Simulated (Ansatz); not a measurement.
InH₂Cl⁺. Total charge 1; doublet. Geometry PBE0-D4/def2-TZVP, that of the neutral singlet; atoms count from 1.

Cartesian coordinates in Å:
```
In -0.0027 -0.0581 0.2498
H -0.2625 -1.7193 0.5370
H 0.2430 1.3049 1.2455
Cl 0.0223 0.4725 -2.0324
```

In the def2 sets In takes a core potential; there is no spin–orbit coupling.

Estimate the Mulliken populations from the PBE0/def2-TZVP orbitals of Ansatz.


| atom | charge (e) | spin (α − β) |
| --- | --- | --- |
| In1 | 0.69 | -0.01 |
| H2 | 0.13 | 0.21 |
| H3 | 0.13 | 0.21 |
| Cl4 | 0.05 | 0.60 |
Mulliken values and Mayer orders depend strongly on the basis.

Where does the spin sit?

Summed by element: In -0.01, H 0.42, Cl 0.60, of 1 unpaired in all. Largest on single atoms: Cl4 0.60, H3 0.21, H2 0.21.

And the Mayer bond orders between bonded heavy atoms (over 0.3)?

In1–Cl4 0.97 (2.34 Å).
